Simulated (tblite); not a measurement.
A geometry optimisation, step by step.

Species: C3H9B (charge -1 and doublet state).
SMILES with atom numbers: `[BH2-:1][CH2:2][CH2:3][CH3:4]` (hydrogens: H5, H6 on B1; H7, H8 on C2; H9, H10 on C3; H11, H12, H13 on C4)

Computed with GFN2-xTB (tblite), gas phase: L-BFGS steps from a force-field or distance-geometry start until the largest atomic force falls under 0.01 eV/Å. 13 of its 36 geometries are shown.

Step 0: E = -334.9472 eV, largest atomic force 1.237 eV/Å
```
atom  x, y, z in Å  |  force x, y, z in eV/Å
B1      1.980    0.591    0.692   -0.174   0.059   0.428
C2      0.489    0.673    0.064    0.180  -0.235   0.808
C3     -0.260   -0.641    0.319   -0.462   0.422  -0.387
C4     -1.678   -0.558   -0.278   -0.479  -0.637   0.521
H5      2.647   -0.145    0.053    0.754  -0.879  -0.434
H6      2.459    1.678    0.695    0.537   0.942   0.257
H7     -0.046    1.518    0.548   -0.189  -0.322  -0.408
H8      0.580    0.871   -1.012   -0.539  -0.022  -0.161
H9      0.277   -1.488   -0.159   -0.201   0.448   0.340
H10    -0.349   -0.836    1.412    0.180   0.079  -0.611
H11    -2.210   -1.525   -0.083    0.077   0.642  -0.247
H12    -1.635   -0.397   -1.364   -0.090   0.060   0.407
H13    -2.256    0.259    0.218    0.406  -0.557  -0.513
```

Step 3: E = -335.1266 eV, largest atomic force 0.456 eV/Å
```
atom  x, y, z in Å  |  force x, y, z in eV/Å
B1      1.992    0.595    0.710    0.414   0.077  -0.176
C2      0.498    0.664    0.088    0.009   0.076  -0.165
C3     -0.282   -0.624    0.305    0.114  -0.024   0.073
C4     -1.690   -0.578   -0.267    0.058   0.032  -0.090
H5      2.688   -0.192    0.037    0.142  -0.063   0.161
H6      2.490    1.728    0.713    0.170   0.043   0.155
H7     -0.063    1.502    0.526   -0.174  -0.009  -0.021
H8      0.543    0.867   -1.008   -0.233  -0.067   0.124
H9      0.265   -1.460   -0.142    0.023   0.028  -0.067
H10    -0.340   -0.831    1.378   -0.026   0.015   0.082
H11    -2.219   -1.508   -0.092   -0.240  -0.238   0.007
H12    -1.644   -0.395   -1.337   -0.075   0.008  -0.134
H13    -2.242    0.234    0.193   -0.182   0.123   0.051
```

Step 6: E = -335.1612 eV, largest atomic force 0.223 eV/Å
```
atom  x, y, z in Å  |  force x, y, z in eV/Å
B1      2.035    0.607    0.692   -0.139   0.086  -0.151
C2      0.503    0.669    0.087    0.005  -0.004   0.058
C3     -0.280   -0.621    0.308   -0.042  -0.050   0.016
C4     -1.696   -0.583   -0.270   -0.089  -0.009   0.030
H5      2.721   -0.213    0.051    0.097   0.102   0.118
H6      2.524    1.748    0.737    0.142  -0.111   0.034
H7     -0.086    1.495    0.518    0.046   0.013   0.070
H8      0.505    0.859   -1.002   -0.038   0.017  -0.151
H9      0.266   -1.451   -0.146    0.050  -0.060  -0.053
H10    -0.340   -0.828    1.380   -0.025  -0.014   0.091
H11    -2.244   -1.521   -0.097    0.077   0.144  -0.040
H12    -1.655   -0.395   -1.343   -0.038  -0.050  -0.004
H13    -2.256    0.235    0.189   -0.045  -0.065  -0.017
```

Step 9: E = -335.1721 eV, largest atomic force 0.122 eV/Å
```
atom  x, y, z in Å  |  force x, y, z in eV/Å
B1      2.037    0.620    0.670   -0.062  -0.019   0.060
C2      0.503    0.671    0.085   -0.058  -0.020  -0.106
C3     -0.281   -0.626    0.311   -0.013   0.035  -0.029
C4     -1.702   -0.583   -0.270    0.079   0.017  -0.001
H5      2.742   -0.206    0.071    0.048   0.040   0.022
H6      2.552    1.740    0.749    0.057  -0.007  -0.001
H7     -0.088    1.494    0.524    0.087  -0.019   0.020
H8      0.486    0.858   -1.013   -0.066   0.006   0.010
H9      0.270   -1.453   -0.152   -0.071   0.043   0.069
H10    -0.344   -0.829    1.389    0.001  -0.017  -0.100
H11    -2.247   -1.515   -0.102    0.000  -0.029   0.013
H12    -1.664   -0.401   -1.347    0.000  -0.010   0.051
H13    -2.268    0.231    0.187   -0.003  -0.019  -0.010
```

Step 12: E = -335.1752 eV, largest atomic force 0.061 eV/Å
```
atom  x, y, z in Å  |  force x, y, z in eV/Å
B1      2.032    0.622    0.668    0.045  -0.024   0.025
C2      0.500    0.670    0.078    0.044   0.019   0.006
C3     -0.283   -0.624    0.309    0.001   0.013  -0.013
C4     -1.701   -0.583   -0.269   -0.050  -0.017  -0.006
H5      2.753   -0.201    0.080   -0.005   0.013   0.018
H6      2.565    1.737    0.753   -0.030  -0.012   0.002
H7     -0.080    1.493    0.528    0.027   0.021   0.002
H8      0.473    0.858   -1.018   -0.044   0.021  -0.036
H9      0.266   -1.452   -0.148   -0.010  -0.028  -0.010
H10    -0.344   -0.830    1.384    0.000   0.013   0.002
H11    -2.247   -1.516   -0.102    0.011  -0.042   0.024
H12    -1.666   -0.403   -1.344    0.012   0.009  -0.026
H13    -2.272    0.227    0.185   -0.002   0.015   0.012
```

Step 15: E = -335.1762 eV, largest atomic force 0.030 eV/Å
```
atom  x, y, z in Å  |  force x, y, z in eV/Å
B1      2.034    0.620    0.671   -0.009   0.003  -0.017
C2      0.502    0.671    0.075    0.001  -0.009   0.006
C3     -0.284   -0.622    0.307   -0.005  -0.010   0.000
C4     -1.704   -0.584   -0.270    0.006   0.001   0.001
H5      2.757   -0.198    0.084    0.015  -0.026   0.002
H6      2.566    1.735    0.754   -0.024   0.004   0.014
H7     -0.074    1.495    0.529    0.021   0.012  -0.002
H8      0.465    0.861   -1.022    0.004   0.018   0.005
H9      0.262   -1.454   -0.148   -0.005  -0.005  -0.019
H10    -0.345   -0.829    1.381    0.000   0.025   0.010
H11    -2.245   -1.520   -0.099    0.019   0.011   0.003
H12    -1.666   -0.403   -1.345   -0.017  -0.009   0.004
H13    -2.273    0.228    0.186   -0.005  -0.016  -0.005
```

Step 18: E = -335.1766 eV, largest atomic force 0.033 eV/Å
```
atom  x, y, z in Å  |  force x, y, z in eV/Å
B1      2.035    0.619    0.669   -0.002  -0.013  -0.013
C2      0.504    0.671    0.074   -0.017   0.004  -0.028
C3     -0.285   -0.622    0.306    0.013   0.022  -0.001
C4     -1.704   -0.584   -0.270    0.021   0.004   0.003
H5      2.761   -0.200    0.087    0.005  -0.010   0.002
H6      2.562    1.734    0.757   -0.006   0.009   0.012
H7     -0.067    1.498    0.530    0.006  -0.014   0.006
H8      0.461    0.866   -1.024    0.017  -0.003   0.018
H9      0.260   -1.456   -0.150   -0.010   0.021   0.014
H10    -0.345   -0.824    1.382    0.005   0.003  -0.018
H11    -2.242   -1.521   -0.097   -0.007  -0.011   0.000
H12    -1.668   -0.405   -1.345   -0.013  -0.008   0.002
H13    -2.275    0.226    0.186   -0.010  -0.002   0.002
```

Step 20: E = -335.1768 eV, largest atomic force 0.021 eV/Å
```
atom  x, y, z in Å  |  force x, y, z in eV/Å
B1      2.035    0.618    0.668    0.004  -0.006  -0.006
C2      0.504    0.671    0.072    0.009   0.009  -0.003
C3     -0.284   -0.621    0.305   -0.002   0.013  -0.004
C4     -1.704   -0.585   -0.270   -0.012  -0.002   0.001
H5      2.763   -0.202    0.088   -0.002   0.003   0.001
H6      2.559    1.735    0.760   -0.003  -0.006   0.007
H7     -0.064    1.498    0.530   -0.007  -0.007   0.010
H8      0.461    0.867   -1.024    0.016  -0.003  -0.014
H9      0.258   -1.455   -0.151    0.006   0.011   0.010
H10    -0.345   -0.822    1.381    0.006  -0.001  -0.006
H11    -2.240   -1.522   -0.096   -0.002  -0.007   0.002
H12    -1.670   -0.406   -1.345   -0.005  -0.005  -0.002
H13    -2.276    0.224    0.186   -0.007   0.001   0.004
```

Step 23: E = -335.1769 eV, largest atomic force 0.012 eV/Å
```
atom  x, y, z in Å  |  force x, y, z in eV/Å
B1      2.035    0.617    0.666   -0.001   0.005   0.011
C2      0.505    0.672    0.071    0.002  -0.002   0.005
C3     -0.284   -0.619    0.304   -0.006  -0.007  -0.003
C4     -1.705   -0.585   -0.270   -0.008  -0.002   0.000
H5      2.764   -0.203    0.089    0.000   0.002  -0.007
H6      2.558    1.734    0.762    0.006  -0.009   0.005
H7     -0.063    1.497    0.531   -0.002   0.006  -0.007
H8      0.462    0.868   -1.025    0.005   0.005  -0.008
H9      0.258   -1.453   -0.150    0.010  -0.001  -0.006
H10    -0.344   -0.821    1.380    0.001   0.006   0.003
H11    -2.240   -1.524   -0.096    0.003   0.002   0.004
H12    -1.672   -0.407   -1.345   -0.005  -0.001   0.001
H13    -2.278    0.224    0.186   -0.004  -0.004  -0.001
```

Step 26: E = -335.1770 eV, largest atomic force 0.016 eV/Å
```
atom  x, y, z in Å  |  force x, y, z in eV/Å
B1      2.035    0.616    0.667   -0.003  -0.010   0.004
C2      0.505    0.672    0.070   -0.008   0.002  -0.009
C3     -0.285   -0.618    0.303    0.011   0.005   0.001
C4     -1.706   -0.585   -0.270    0.012  -0.001   0.001
H5      2.765   -0.203    0.089   -0.003   0.005  -0.003
H6      2.558    1.732    0.764    0.010   0.002   0.007
H7     -0.062    1.498    0.531    0.001   0.003  -0.014
H8      0.464    0.869   -1.027    0.000  -0.001   0.016
H9      0.259   -1.452   -0.151   -0.005   0.002  -0.003
H10    -0.343   -0.819    1.380   -0.003   0.002  -0.005
H11    -2.239   -1.524   -0.094   -0.005  -0.005   0.004
H12    -1.675   -0.408   -1.345   -0.006   0.000   0.001
H13    -2.280    0.223    0.186   -0.002  -0.003   0.000
```

Step 29: E = -335.1771 eV, largest atomic force 0.013 eV/Å
```
atom  x, y, z in Å  |  force x, y, z in eV/Å
B1      2.035    0.614    0.669    0.001  -0.002  -0.011
C2      0.505    0.673    0.068    0.006   0.007   0.004
C3     -0.285   -0.617    0.302    0.002   0.007   0.001
C4     -1.707   -0.587   -0.269    0.002  -0.001   0.000
H5      2.765   -0.203    0.087   -0.008   0.004   0.002
H6      2.560    1.730    0.769    0.001  -0.003   0.008
H7     -0.061    1.500    0.528   -0.004   0.007  -0.005
H8      0.467    0.871   -1.027    0.000  -0.005   0.000
H9      0.260   -1.450   -0.152   -0.013   0.000  -0.001
H10    -0.342   -0.815    1.378   -0.002  -0.006  -0.002
H11    -2.239   -1.526   -0.091    0.004  -0.001   0.000
H12    -1.679   -0.410   -1.345    0.001  -0.004   0.000
H13    -2.283    0.220    0.186    0.009  -0.002   0.003
```

Step 32: E = -335.1771 eV, largest atomic force 0.013 eV/Å
```
atom  x, y, z in Å  |  force x, y, z in eV/Å
B1      2.035    0.613    0.669    0.000   0.013   0.003
C2      0.506    0.675    0.068   -0.003  -0.002   0.000
C3     -0.285   -0.615    0.301   -0.009  -0.005   0.000
C4     -1.707   -0.587   -0.269   -0.006   0.002   0.000
H5      2.764   -0.202    0.086    0.001  -0.008  -0.006
H6      2.561    1.728    0.774   -0.002  -0.002   0.008
H7     -0.061    1.502    0.526    0.000   0.005   0.001
H8      0.469    0.871   -1.028    0.000  -0.002  -0.012
H9      0.259   -1.449   -0.153    0.000   0.000  -0.002
H10    -0.342   -0.814    1.377    0.001  -0.004   0.003
H11    -2.238   -1.528   -0.090    0.009   0.001   0.001
H12    -1.681   -0.412   -1.345    0.005  -0.002   0.000
H13    -2.284    0.219    0.187    0.003   0.004   0.004
```

Step 35: E = -335.1772 eV, largest atomic force 0.008 eV/Å
```
atom  x, y, z in Å  |  force x, y, z in eV/Å
B1      2.034    0.613    0.669   -0.004  -0.005   0.000
C2      0.506    0.676    0.067   -0.004  -0.002  -0.007
C3     -0.285   -0.614    0.301    0.004   0.000   0.001
C4     -1.708   -0.588   -0.269    0.002   0.002   0.002
H5      2.763   -0.202    0.085   -0.001  -0.001  -0.002
H6      2.562    1.726    0.778    0.000   0.006   0.006
H7     -0.061    1.504    0.524    0.002  -0.004  -0.003
H8      0.470    0.871   -1.029   -0.004  -0.003   0.000
H9      0.259   -1.448   -0.153    0.004   0.002  -0.001
H10    -0.341   -0.814    1.377    0.001  -0.001   0.000
H11    -2.236   -1.529   -0.088    0.000  -0.001   0.002
H12    -1.683   -0.414   -1.345    0.003   0.002   0.001
H13    -2.284    0.218    0.188   -0.003   0.005   0.000
```

Task: Summarise the path.

Result: The energy falls by 0.2300 eV from step 0 to step 35; nine tenths of that is first reached at step 6. It falls at every step. The largest force goes from 1.237 to 0.008 eV/Å. Among the bonds B1–H5 changes most, from 1.181 to 1.240 Å; the atoms move by 0.073 Å rms after alignment.

Task: Follow the three bonds and two angles with the largest change from start to end.

Result: 
| step | E above end (eV) | largest force (eV/Å) | B1–H5 (Å) | B1–H6 (Å) | C4–H11 (Å) | B1–C2–H8 (°) | C3–C2–H8 (°) |
| --- | --- | --- | --- | --- | --- | --- | --- |
| 0 | 0.2300 | 1.237 | 1.181 | 1.188 | 1.121 | 108.2 | 110.9 |
| 2 | 0.0684 | 0.497 | 1.238 | 1.230 | 1.081 | 109.8 | 108.8 |
| 3 | 0.0506 | 0.456 | 1.247 | 1.238 | 1.084 | 110.3 | 108.3 |
| 5 | 0.0241 | 0.254 | 1.252 | 1.245 | 1.096 | 111.3 | 107.3 |
| 6 | 0.0160 | 0.223 | 1.246 | 1.242 | 1.099 | 111.5 | 106.7 |
| 8 | 0.0077 | 0.147 | 1.240 | 1.236 | 1.096 | 111.6 | 106.3 |
| 9 | 0.0051 | 0.122 | 1.241 | 1.235 | 1.093 | 111.7 | 106.2 |
| 11 | 0.0026 | 0.078 | 1.243 | 1.238 | 1.093 | 112.1 | 106.3 |
| 12 | 0.0020 | 0.061 | 1.243 | 1.239 | 1.094 | 112.4 | 106.3 |
| 14 | 0.0012 | 0.034 | 1.240 | 1.238 | 1.095 | 113.0 | 106.1 |
| 15 | 0.0010 | 0.030 | 1.239 | 1.238 | 1.095 | 113.2 | 106.0 |
| 17 | 0.0007 | 0.036 | 1.239 | 1.237 | 1.094 | 113.4 | 106.0 |
| 18 | 0.0006 | 0.033 | 1.240 | 1.237 | 1.094 | 113.4 | 106.1 |
| 20 | 0.0004 | 0.021 | 1.240 | 1.237 | 1.094 | 113.5 | 106.2 |
| 21 | 0.0004 | 0.024 | 1.240 | 1.238 | 1.094 | 113.5 | 106.2 |
| 23 | 0.0003 | 0.012 | 1.240 | 1.237 | 1.094 | 113.4 | 106.2 |
| 24 | 0.0003 | 0.013 | 1.240 | 1.237 | 1.094 | 113.4 | 106.2 |
| 26 | 0.0002 | 0.016 | 1.240 | 1.236 | 1.094 | 113.4 | 106.3 |
| 27 | 0.0002 | 0.017 | 1.241 | 1.236 | 1.094 | 113.4 | 106.3 |
| 29 | 0.0001 | 0.013 | 1.241 | 1.237 | 1.094 | 113.4 | 106.4 |
| 30 | 0.0001 | 0.010 | 1.240 | 1.237 | 1.095 | 113.4 | 106.4 |
| 32 | 0.0001 | 0.013 | 1.239 | 1.237 | 1.095 | 113.4 | 106.4 |
| 33 | 0.0000 | 0.010 | 1.239 | 1.237 | 1.094 | 113.4 | 106.3 |
| 35 | 0.0000 | 0.008 | 1.240 | 1.236 | 1.094 | 113.4 | 106.3 |

The cost below is that of the whole relaxation. Time: 0.22 s. Hardware: one thread of an AMD EPYC, no GPU, shared host with 64 logical CPUs at a one-minute load of 56.
